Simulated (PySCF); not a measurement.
C₂H₄ClFOSi, SMILES O=CC[Si@@H](F)Cl. The structure is a stationary point at PBE-D3(BJ)/def2-SVP. The structure was generated by enumeration; whether it is a known compound was not checked. One conformer was computed; it need not be the lowest.

Problem. Give the equilibrium geometry at PBE-D3(BJ)/def2-SVP (PySCF confirms it by a frequency run) as Cartesian coordinates in Å. (Estimate from the structure and the level; the computed values follow.)

Solution. One answer among several that fit: 
```xyz
10

O      2.7202     0.1447    -1.2536
C      2.0581     0.2595    -0.2425
C      1.1133    -0.7959     0.2818
Si    -0.6784    -0.4639    -0.1990
F     -1.6211    -1.5408     0.5871
Cl    -1.1982     1.4364     0.4309
H      2.0840     1.2077     0.3749
H      1.1322    -0.8275     1.3923
H      1.3887    -1.7873    -0.1350
H     -0.9380    -0.5905    -1.6618
```
Charge 0, spin multiplicity 1.
